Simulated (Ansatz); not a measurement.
Gas-phase electronic energies from Ansatz, PBE0-D4/def2-TZVP geometries. CCSD(T)/CBS is the MP2 limit (def2-TZVPP, def2-QZVPP) plus CCSD(T) − MP2 in def2-TZVPP, frozen cores. This one scheme is used for every species. Functionals use def2-TZVPP. B3LYP here is the variant with VWN-RPA as its local correlation; programs differ in this. HSE06 is defined as in plane-wave codes. For Ge outer-core shells are correlated without core-valence functions, which leaves a few kJ/mol of doubt a bond. Scalar relativity is left out up to krypton. Each species was taken in one conformer, which may not be the lowest.

Reaction (ligand exchange at the Si–F bond): `[OH][GeH2][SiH](O)F` + HCl → `[OH][GeH2][SiH](O)Cl` + H–F

```csv
level,ΔE (kJ/mol),difference from CCSD(T)/CBS
LDA (SPW92),26.7,-4.0
PBE-D4,25.2,-5.5
revPBE-D4,22.6,-8.1
BLYP-D4,34.2,3.5
r2SCAN-D4,33.1,2.4
B97M-V,37.8,7.1
PBE0-D4,25.5,-5.2
B3LYP-D4,34.6,3.9
r2SCANh-D4,32.3,1.6
BHLYP-D4,36.6,5.9
CAM-B3LYP-D4,40.6,9.9
ωB97X-V,35.2,4.5
B2PLYP,38.3,7.6
PBE-QIDH,28.8,-1.9
PBE,29.5,-1.2
revPBE,31.1,0.4
BLYP,43.0,12.3
r2SCAN,34.1,3.4
PBE0,29.3,-1.4
B3LYP,41.8,11.1
r2SCAN0,32.6,1.9
HSE06,28.8,-1.9
BHLYP,43.5,12.8
CAM-B3LYP,44.6,13.9
LC-ωPBE,35.8,5.1
RPA@PBE/def2-TZVPP,39.4,8.7
HF/def2-SVP,38.5,7.8
MP2/def2-SVP,30.4,-0.3
CCSD/def2-SVP,35.2,4.5
CCSD(T)/def2-SVP,33.7,3.0
HF/def2-TZVPP,49.8,19.1
MP2/def2-TZVPP,28.7,-2.0
CCSD/def2-TZVPP,38.5,7.8
CCSD(T)/def2-TZVPP,35.3,4.6
HF/def2-QZVPP,52.1,21.4
MP2/def2-QZVPP,26.8,-3.9
SCS-MP2/def2-QZVPP,34.1,3.4
HF/CBS(def2),52.4,21.7
MP2/CBS(def2),24.1,-6.6
CCSD/CBS(def2),33.9,3.2
CCSD(T)/CBS,30.7,0
```

Largest T1 diagnostic among the species: 0.012.

In def2-TZVPP, CCSD(T) changes the Hartree–Fock value by −14.6 kJ/mol (the triples alone add −3.2 kJ/mol) and MP2 by −21.2 kJ/mol. The D4 term adds −7.1 kJ/mol with B3LYP and −3.8 kJ/mol with PBE0; it sums over pairs of atoms, weighted by their polarisabilities, and B3LYP, whose exchange is more repulsive, gets the larger term. Leaving LDA and LC-ωPBE aside and taking each functional with its dispersion term where it has one, the values spread over 17.9 kJ/mol, from revPBE-D4 to CAM-B3LYP-D4.
